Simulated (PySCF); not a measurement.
Si(H)2(Br)(vinyl) (C2H5BrSi), SMILES C=C[SiH2]Br.

Coordinates come from a B3LYP-D3(BJ)/def2-SVP optimisation. The values are those of a single conformer.

Calculation: PBE/def2-TZVP (PySCF).

Isolated molecule, no solvent.

```yaml
total_energy: -2942.27759 hartree
highest_occupied_level: -6.95 eV
lowest_empty_level: -2.05 eV
orbital_gap: 4.90 eV
dipole_moment: 1.99 D
quadrupole, principal values (traceless, Buckingham form, about the centre of nuclear charge): -3.35, 0.17, 3.18 D·Å
mean_static_polarisability: 72.1 bohr³ (10.68 Å³)
polarisability_principal_values: 59.1, 62.3, 94.9 bohr³
```
